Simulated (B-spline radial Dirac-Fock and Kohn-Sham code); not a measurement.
Model: configuration-average Dirac-Fock orbitals. Program: an atomic code on a B-spline grid.

**Question.** This computed X-ray form factor belongs to an atom or ion in its tabulated ground configuration. Which?

```csv
sin θ/λ (Å⁻¹),f₀
0.1,15.982
0.47,15.606
0.67,15.217
0.8,14.904
0.95,14.492
1.14,13.907
1.35,13.202
1.62,12.246
3.9,6.430
```

**Answer.** Pt⁶²⁺, with 16 electrons in [Ne] 3s2 3p4. f₀ tends to the number of electrons as s goes to zero, which the first rows give only roughly, and the rate of fall reflects the nuclear charge, 78.
